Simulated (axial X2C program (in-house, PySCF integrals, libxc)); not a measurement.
# Curves of HZrH⁺ from open-shell CI on d1 s0 p(π)0

Calculated with an axial X2C code built on PySCF integrals: two-component X2C with atomic mean-field Coulomb and Gaunt terms, basis H dyall-v3z, Zr dyall-v3z (cores contracted in-house). Orbitals come from Hartree–Fock averaged over the configuration Zr d1 s0 p(π)0; CI then distributes these electrons over the d, s, p(π) shells of Zr.

Scan along the symmetric stretch (R is each bond); masses H 1.008 u, Zr 89.905 u, H 1.008 u. Energies in cm⁻¹ from the lowest point; levels are followed by energy order within each Ω. Lowest level at 1.920 Å: 100% d1.

| R (Å) | (1)Ω=3/2 | (1)Ω=5/2 | (1)Ω=1/2 | (2)Ω=3/2 | (2)Ω=1/2 |
| --- | --- | --- | --- | --- | --- |
| 1.786 | 2192 | 2908 | 8891 | 9324 | 10335 |
| 1.853 | 547 | 1270 | 7417 | 7856 | 8939 |
| 1.920 | 0 | 730 | 6986 | 7433 | 8591 |
| 1.997 | 456 | 1193 | 7521 | 7974 | 9218 |
| 2.074 | 1826 | 2571 | 8919 | 9380 | 10702 |
| 2.160 | 4183 | 4935 | 11257 | 11726 | 13122 |
| 2.266 | 7960 | 8720 | 14957 | 15435 | 16900 |

Question: Fit the curves (1)Ω=3/2, (1)Ω=5/2, (1)Ω=1/2, (2)Ω=3/2, (2)Ω=1/2 near their minima.

Answer: From the open-shell CI curves, Te from the lowest:

```
   level  Te (cm⁻¹)  Re (Å)  ωe (cm⁻¹)
(1)Ω=3/2          0   1.926     1799.7
(1)Ω=5/2        730   1.925     1801.0
(1)Ω=1/2       6989   1.918     1772.8
(2)Ω=3/2       7435   1.918     1773.9
(2)Ω=1/2       8587   1.912     1791.6
```

Without dynamic correlation distances can be off by several hundredths of an Å (long for ionic bonds, short for multiple bonds) and the wavenumbers are rough.

Dynamic correlation is missing, so gaps between terms are too wide and other configurations may lie lower; the lowest level listed is that of this model, not necessarily the ground state. For d shells the ligand-field splittings (σ, π, δ) and their order can be off by a thousand cm⁻¹ or more. At most 6 roots were kept for each Ω > 0 (twice that for Ω = 0) within 3.2 eV of the lowest, so higher up levels can be missing between those listed; levels with Ω > 0 are doubly degenerate and listed once, Ω = 0 levels singly. Some active spinors are only partly of the character that their shell is named for, so the shell names and counts are nominal. States that fill the shells left empty in the average are placed too high. The molecule was held linear; bending was not examined.
